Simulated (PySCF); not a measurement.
C7H8OSSi.
Atom-mapped SMILES: `[CH3:1][C:2](=[S:3])[C:4]1=[CH:5][SiH2:6][CH:7]=[CH:8][C:9]1=[O:10]`

Structure used (GFN2-xTB), in Å, numbered top down from 1:
```
atom  x, y, z in Å
C1     2.854    0.336   -0.058
C2     1.814   -0.590    0.454
S3     2.227   -1.928    1.299
C4     0.395   -0.304    0.204
C5    -0.435   -1.327   -0.071
Si6   -2.270   -1.165   -0.393
C7    -2.473    0.697   -0.287
C8    -1.449    1.497    0.009
C9    -0.052    1.120    0.301
O10    0.717    2.002    0.644
H11    2.669    0.586   -1.103
H12    3.842   -0.104    0.053
H13    2.806    1.270    0.505
H14    0.017   -2.312   -0.102
H15   -2.602   -1.655   -1.734
H16   -3.047   -1.841    0.647
H17   -3.439    1.152   -0.460
H18   -1.583    2.572    0.080
```

NICS is the negative of the GIAO shielding at a point without a nucleus: at the ring centre (0) and 1 Å above and below it (1); zz is the component along the ring normal. Level: GIAO PBE0/pcSseg-1 (PySCF, non-relativistic, gas phase) on the GFN2-xTB geometry, one conformer.

Ring bond lengths (Å), with Mayer bond orders in brackets: C4–C5 1.346 (1.85), C5–Si6 1.871 (0.88), Si6–C7 1.875 (0.88), C7–C8 1.333 (1.86), C8–C9 1.476 (1.09), C9–C4 1.496 (0.92).

Q: What do the NICS probes read (ppm)?

A: 
| ring | type | NICS(0) | NICS(1), two faces | NICS(1)zz, two faces | rms pucker (Å) | centre to ring atoms, mean (Å) |
| --- | --- | --- | --- | --- | --- | --- |
| C4–C5–Si6–C7–C8–C9 | 6-membered ring with Si; formal bonds 2 double, 4 single | 3.5 | -0.8 / -0.9 | 2.1 / 2.4 | 0.02 | 1.56 |

Q: What do they say, and how far can they be read as aromaticity?

A: 
- C4–C5–Si6–C7–C8–C9: mean NICS(1)zz 2.3 ppm, near zero. Si6 has four or more neighbours; no verdict on aromaticity is drawn.

Q: At the first NICS(1) probe listed for ring C4–C5–Si6–C7–C8–C9, 1 Å off the ring, how large is the induced field along the normal in 9.4 T applied along it?

A: NICSzz × B0 = 2.1 ppm × 9.4 T = 20 μT, along the applied field.

Q: Give the inner angles of the rings and the Hirshfeld charges of the ring atoms.

A: 
- C4–C5–Si6–C7–C8–C9: C4 123.6° (-0.011 e), C5 125.0° (-0.106 e), Si6 100.5° (+0.353 e), C7 121.7° (-0.116 e), C8 128.1° (-0.044 e), C9 120.9° (+0.149 e); sum 719.8° against 720° for a flat convex ring.

Hardware: one thread, Arm Neoverse V1 (aarch64), shared host. Cost: 68 s, 1.0 GiB resident at most. This is the whole shielding run at PBE0/pcSseg-1, SCF included.
